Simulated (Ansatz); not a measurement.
Input for Ansatz (a program for electronic structure): R-B3LYP/def2-TZVPP on BrH2Sb (SMILES [Br][SbH2]), atoms moved off the minimum. Elements past Kr take the def2 small-core potentials; no spin–orbit coupling.

Ansatz 0.2 input:
```yaml
crystal:
  periodic: [false, false, false]
  atoms:
    - {symbol: Sb, position_ang: [-0.66641025, -0.60505358, 0.48458720]}
    - {symbol: H, position_ang: [-0.22287902, -1.94621103, -0.52930998]}
    - {symbol: H, position_ang: [-1.91964078, -0.17402119, -0.38057074]}
    - {symbol: Br, position_ang: [0.88417851, 0.98620384, -0.77984607]}
basis:
  gaussian:
    orbitals: def2-TZVPP
hamiltonian:
  xc: {name: B3LYP}
scf: {lower_state_search: off}
output: {forces: true}
```

Output:

```
WARN ansatz: RAYON_NUM_THREADS=1 ignored (pool sized by the plan → 1); use --threads N
Functional definition: B3LYP
these checks for a lower state are left out or cut short: stability, starts, cluster_reference, orbital_swaps, neighbouring_geometries, increment
integrals: 0.05 GiB planned
967 factors; their error is unknown
mean field: 0.46 GiB planned
mean field evaluation 1: about -76619.2801 eV, gradient 1.3e1 eV
mean field evaluation 2: about -76619.2250 eV, gradient 1.4e1 eV
mean field evaluation 4: about -76619.7835 eV, gradient 7.1e-1 eV
mean field evaluation 8: about -76620.2672 eV, gradient 5.6e-1 eV
mean field evaluation 16: about -76620.2675 eV, gradient 6.6e-3 eV
mean field -76620.26745643 eV, -2815.7428939412 hartree, gradient 6.2e-6 eV, S^2 0.000000; 0 other end points of the search recorded, 0 dependent functions left out
the calculation of the forces begins
reference -76620.26767663 eV, -2815.7429020333 hartree; 30, 30 occupied and 96, 96 virtual orbitals, 967 factors
Total energy: -76620.26767663 eV, -2815.7429020333 hartree
Atom 0 at    -0.666410    -0.605054     0.484587 Å, force     2.207779    -0.723893     1.228002 eV/Å
Atom 1 at    -0.222879    -1.946211    -0.529310 Å, force    -0.272544     0.219240     0.125047 eV/Å
Atom 2 at    -1.919641    -0.174021    -0.380571 Å, force    -1.924341     0.485414    -1.425743 eV/Å
Atom 3 at     0.884179     0.986204    -0.779846 Å, force    -0.010894     0.019239     0.072694 eV/Å
Dipole moment:    -0.361725    -0.310305     0.270006 e Å
Checks for a lower state left out: stability, starts, cluster_reference, orbital_swaps, neighbouring_geometries, increment
```

Self-consistency was reached.

Cost: very roughly 2.7 core-seconds.
